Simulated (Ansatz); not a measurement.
CHAlF₂Se (`F[C]1(F)[AlH][Se]1`), relaxed with RKS PBE-D4/def2-SVP in the Gaussian-basis code of Ansatz from a rough embedded geometry. The force threshold is 0.03 eV/Å; the program also tests the step.

Total charge 0; spin multiplicity 1.

Start:

```xyz
6

F     0.933    0.436    1.453
C     0.219   -0.380    0.552
F    -0.472   -1.414    1.169
Al   -0.640    0.446   -0.931
Se    1.297   -0.985   -0.948
H    -1.338    1.896   -1.296
```

```json
{"step": "1", "energy (eV)": "-78397.7945", "largest force (eV/Å)": "1.392", "largest move (Å)": "0.000"}
{"step": "2", "energy (eV)": "-78398.2178", "largest force (eV/Å)": "1.682", "largest move (Å)": "0.197"}
{"step": "3", "energy (eV)": "-78398.3111", "largest force (eV/Å)": "1.014", "largest move (Å)": "0.200"}
{"step": "4", "energy (eV)": "-78398.4111", "largest force (eV/Å)": "0.290", "largest move (Å)": "0.091"}
{"step": "5", "energy (eV)": "-78398.4232", "largest force (eV/Å)": "0.313", "largest move (Å)": "0.044"}
{"step": "6", "energy (eV)": "-78398.4295", "largest force (eV/Å)": "0.073", "largest move (Å)": "0.022"}
{"step": "7", "energy (eV)": "-78398.4307", "largest force (eV/Å)": "0.016", "largest move (Å)": "0.015"}
```

End:

```xyz
6

F     1.015    0.177    1.611
C     0.147   -0.308    0.702
F    -0.448   -1.389    1.243
Al   -0.468    0.653   -0.889
Se    1.200   -0.857   -1.139
H    -1.447    1.724   -1.528
```

It took 7.5 s on 4 threads of a server CPU on a shared host, with 0.15 GiB of host memory at the peak.
